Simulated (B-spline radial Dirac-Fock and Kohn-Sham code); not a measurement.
# M3 emission of Mn²⁺

System: Mn²⁺, 1s2 2s2 2p6 3s2 3p6 3d4 4s1 (not the ground configuration).

The computed values come from a radial atomic solver: independent-particle radiative and Coulomb Auger rates from relativistic LDA hole-state orbitals, with Dirac-Fock energies.

```tsv
line	multipole	energy (eV)	rate (s⁻¹)	share (%)
M3-M4	E1	51.95	3.10e+09	8.59
M3-M5	E1	52.09	2.82e+10	78.1
M3-N1	E1	64.58	4.81e+09	13.3
```

The listed lines hold 100.0 % of the radiative rate. The radiative width is 2.37e-05 eV in the length form and 2.15e-05 eV in the velocity form; the two differ because the transition energies are not eigenvalue differences of the potential that gave the orbitals.
